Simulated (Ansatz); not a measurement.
`[NH2][Ga]([F])[GeH3]` + HCl → `[NH2][Ga]([F])[Cl]` + GeH₄ at 298.15 K and 1 bar (cleavage of the Ga–Ge bond).

Isolated molecules relaxed with PBE0-D4/def2-TZVP in Ansatz; ΔE leaves out vibrations. CBS: MP2 limit from def2 TZ/QZ plus the TZ coupled-cluster correction, frozen cores. This one scheme is used for every species. For Ga, Ge outer-core shells are correlated without core-valence functions, which leaves a few kJ/mol of doubt a bond. Scalar relativity is left out up to krypton. Each species was taken in one conformer, which may not be the lowest.

| species | CCSD(T)/CBS energy (Eh) | H − E (kJ/mol) | S (J/(mol·K)) |
| --- | --- | --- | --- |
| `[NH2][Ga]([F])[GeH3]` | -4157.63173 | 156.7 | 381.5 |
| HCl | -460.38127 | 26.6 | 186.8 |
| `[NH2][Ga]([F])[Cl]` | -2539.54166 | 94.1 | 335.8 |
| GeH₄ | -2078.49493 | 88.5 | 217.3 |

H − E and S are ideal-gas, rigid-rotor, harmonic terms from PBE0-D4/def2-TZVP, for one conformer and one mirror image of each species. 1 Eh = 2625.50 kJ/mol, R = 8.31446 J/(mol·K).

By hand: ΔE, ΔH, ΔS and ΔG.

ΔE = (-2539.54166) + (-2078.49493) − (-4157.63173) − (-460.38127) = -0.02359 Eh = -61.9 kJ/mol. Δ(H − E) = 94.1 + 88.5 − 156.7 − 26.6 = -0.7, so ΔH = -62.6 kJ/mol. ΔS = 335.8 + 217.3 − 381.5 − 186.8 = -15.2 J/(mol·K). ΔG = -62.6 − 298.15 × (-15.2)/1000 = -58.1 kJ/mol.

By hand: the equilibrium constant, and the temperature at which ΔG would vanish if ΔH and ΔS stayed fixed.

log₁₀ K = −ΔG/(RT ln 10) = 10.2. ΔG = 0 at ΔH/ΔS = 4118 K, far beyond where these terms or the molecules hold.

ΔH outweighs TΔS. A doubt of 5 kJ/mol in ΔE shifts log₁₀ K by 0.9 here. Other conformers and mirror images would add mixing entropy, several J/(mol·K) or more a flexible species. Modes under 60 cm⁻¹, often nearly free rotors, make the harmonic entropy too high. These are equilibria of isolated gas molecules and say nothing of rates. Largest T1 diagnostic: 0.013 (customary marks: 0.02 for closed shells, 0.045 for open ones).
